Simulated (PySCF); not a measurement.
UHF on Gd (gadolinium, neutral), [Xe] 4f7 6s2 6p1, high-spin 9P determinant (an excited configuration). Computed with PySCF 2.14 in cc-pVDZ-X2C (8s7p5d3f1g, 84 functions), with scalar relativity by spin-free X2C-1e.

```
cycle= 2 E= -11266.6769097193  delta_E= -0.00232  |g|= 0.0179  |ddm|= 0.126
cycle= 3 E= -11266.679720139  delta_E= -0.00281  |g|= 0.0168  |ddm|= 0.187
cycle= 4 E= -11266.6864798102  delta_E= -0.00676  |g|= 0.0119  |ddm|= 0.689
cycle= 5 E= -11266.6865074421  delta_E= -2.76e-05  |g|= 0.00723  |ddm|= 0.113
cycle= 6 E= -11266.6867748728  delta_E= -0.000267  |g|= 0.00632  |ddm|= 0.169
cycle= 7 E= -11266.6871333501  delta_E= -0.000358  |g|= 0.00275  |ddm|= 0.154
cycle= 8 E= -11266.6871172553  delta_E= 1.61e-05  |g|= 0.00333  |ddm|= 0.125
cycle= 9 E= -11266.6871813566  delta_E= -6.41e-05  |g|= 0.000982  |ddm|= 0.0484
cycle= 10 E= -11266.6871854901  delta_E= -4.13e-06  |g|= 0.00083  |ddm|= 0.036
cycle= 11 E= -11266.6871887852  delta_E= -3.3e-06  |g|= 6.5e-05  |ddm|= 0.0137
cycle= 12 E= -11266.6871887935  delta_E= -8.31e-09  |g|= 4.28e-05  |ddm|= 0.00186
cycle= 13 E= -11266.6871888014  delta_E= -7.96e-09  |g|= 1.12e-05  |ddm|= 0.00122
cycle= 14 E= -11266.687188802  delta_E= -6.24e-10  |g|= 1.04e-06  |ddm|= 0.000217
converged SCF energy = -11266.687188802  <S^2> = 20.569906  2S+1 = 9.125767
```

Highest occupied orbital energy: -4.503 eV; ⟨L²⟩ = 4.06; populations by l: s 11.66, p 25.00, d 20.34, f 7.00.

Problem. Can this result be used?

Solution. Not for this state. Self-consistency was reached. ⟨L²⟩ = 4.06 against 2 for a pure P term, so this real determinant mixes terms. Spin-orbit coupling, absent here, splits the open shell strongly. ⟨S²⟩ = 20.57 against 20.00 shows spin contamination. The s, p, d and f populations moved away from the nominal configuration during the SCF.
